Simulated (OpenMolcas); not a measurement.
Computed levels of 3s2 3p3 in ions with 15 electrons, in cm-1 above 4S* 3/2.

```json
{
  "Program": "OpenMolcas",
  "Method": "SS-CASPT2, IPEA 0.25 Eh, imaginary shift 0.1 Eh",
  "Basis": "ANO-R3",
  "Scalar Hamiltonian": "X2C, finite nucleus",
  "Spin-orbit coupling": "state interaction with AMFI integrals over the reference wave functions, term energies averaged over their components"
}
```

Active space for each ion: 5 electrons in 4 orbitals (3s 3p); closed shells correlated by CASPT2: 2s 2p.

| Level | S+ | Ar3+ |
| --- | --- | --- |
| 2D* 3/2 | 15050 | 21430 |
| 2D* 5/2 | 15070 | 21540 |
| 2P* 1/2 | 24690 | 35240 |
| 2P* 3/2 | 24700 | 35350 |

Problem. Estimate 2D* 3/2, 2D* 5/2 for Cl2+ from its neighbours S+ and Ar3+.

Solution. 2D* 3/2 is another term, which grows about linearly with the charge: (15050 + 21430) / 2 = 18240. The calculation gives 18310, so the estimate is off by -0.4 %; the measured value is 18053 (Moore, Atomic Energy Levels, vol. I, NSRDS-NBS 35 (1971 reprint of NBS Circular 467, 1949)).
2D* 5/2 is another term, which grows about linearly with the charge: (15070 + 21540) / 2 = 18305. The calculation gives 18360, so the estimate is off by -0.3 %; the measured value is 18120 (Moore, Atomic Energy Levels, vol. I, NSRDS-NBS 35 (1971 reprint of NBS Circular 467, 1949)).

Term energies are means over components that CASPT2 splits; among the terms shown or strongly mixed into the levels shown the widest spread is 250 cm-1 (3s2 3p3 2D*, Ar3+). Over all roots computed the reference weight is 0.87 to 0.95 in S+, 0.86 to 0.96 in Cl2+, 0.88 to 0.96 in Ar3+; the roots of lowest weight are the least certain, and an intruder state may touch them. Measured partners are found by configuration, term and J. A level has none where our copy of the source lacks it or the pairing is in doubt (some pairs that miss far off the trend of their configuration count as doubtful), and it then counts in no deviation. Only configurations of the active space appear.

* marks odd parity.
